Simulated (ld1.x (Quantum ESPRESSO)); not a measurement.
# What the settings do to the TM potential of Sc

Base potential:

Sc (Z = 21), norm-conserving Troullier–Martins (Kleinman–Bylander form), made with ld1.x (Quantum ESPRESSO) 7.5 (Wu–Cohen, scalar-relativistic). Core [Ne], reference 3s2 3p6 3d1 4s1.75 4p0.25. Waves: 3p (bound): rc 1.60 bohr; 3d (bound): rc 1.50 bohr; 3s (bound): rc 1.65 bohr. Local part: the s channel. Core correction: Bessel-smoothed model core, default radius (core density twice the valence density).

Occupied shells without a wave of their own: 4p, 4s. They enter only through the test configuration that unscreens the potential, and ld1.x also counts them in the model core charge.

All-electron outer shells of the reference configuration (Wu–Cohen, scalar-relativistic, ld1.x):

```csv
shell,level (eV),outermost node (bohr),outermost maximum (bohr)
2s,-474.30,0.10,0.28
2p,-388.61,–,0.23
3s,-55.23,0.42,0.92
3p,-33.90,0.39,0.97
4s,-4.38,1.33,3.10
3d,-3.54,–,1.10
4p,-1.60,1.49,3.98
```

Cutoffs, loose and tight: the cutoffs (Ry, on a coarse ladder) from which the occupation-weighted sum of valence levels, in a spherical-Bessel basis at the reference potential, stays within 10 and 1 mRy of its value at 400 Ry. They do not see the model core or the augmentation charge, which bear on the density cutoff. Test errors are all-electron minus pseudo excitation energies from the reference, over the configurations 3s2 3p6 3d1 4s2 4p0; 3s2 3p6 3d1 4s1 4p0; 3s2 3p6 3d1 4s0 4p0; 3s2 3p6 3d1 4s1 4p1; 3s1 3p6 3d1 4s2 4p0; 3s2 3p6 3d0 4s2 4p1; 3s2 3p6 3d2 4s1 4p0. A dash means not determined; rows that change the core or the reference have their own tests.

With those shells counted twice in exchange and correlation these files are broken, and their errors move erratically; no question is asked of them.

The default core radius of the base comes out at 0.56 bohr.

```tsv
change	outcome	cutoff, loose	cutoff, tight	bound ghosts	largest test error (meV)
base	generated, misses its reference levels by 0.44 eV	70 Ry	90 Ry	none	-2344
local potential all-electron potential smoothed inside 1.30 bohr (lloc = -1)	generated, misses its reference levels by 0.21 eV	70 Ry	90 Ry	none	-1596
core correction Bessel-smoothed model core inside 1.28 bohr	generated, misses its reference levels by 0.44 eV	70 Ry	90 Ry	none	-2342
reference 3s2 3p6 3d1 4s0.5 4p0	generated, misses its reference levels by 0.70 eV	70 Ry	90 Ry	none	+682
all radii but the core radius scaled by about 1.09 (s 1.80, p 1.76, d 1.64 bohr)	generated, misses its reference levels by 0.63 eV	60 Ry	80 Ry	none	-2930
wave 3p (bound): rc 1.60 bohr becomes 3p (bound): rc 2.04 bohr	generated, misses its reference levels by 0.44 eV	70 Ry	90 Ry	none	-2337
functional PBE	generated, misses its reference levels by 0.44 eV	70 Ry	90 Ry	none	-2076
```
